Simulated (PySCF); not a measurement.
CH2F, charge +1, multiplicity 1. Atoms are numbered in the order given.

```xyz
4

C      0.0000     0.0000    -0.5933
F      0.0000     0.0000     0.6383
H      0.0000     0.9757    -1.0924
H      0.0000    -0.9757    -1.0924
```
Charge +1, spin multiplicity 1.

The structure is a stationary point at B3LYP-D3(BJ)/def2-TZVPD. The multiplicity is an assumed one; other spin states were not compared. The isomer is the one that the SMILES or the coordinates give; other isomers of the formula were not compared.

These are PBE0/def2-TZVPD (PySCF) values and carry that method's errors.

Gas-phase values at a fixed geometry.

Computed frontier levels, gap, dipole moment and polarisability:
highest occupied level: -19.91 eV
lowest empty level: -11.88 eV
orbital gap: 8.03 eV
dipole moment about the centre of nuclear charge: 0.654 e·Å
mean static polarisability: 10.5 bohr³ (1.55 Å³)
polarisability, principal values: 8.0, 10.7, 12.8 bohr³
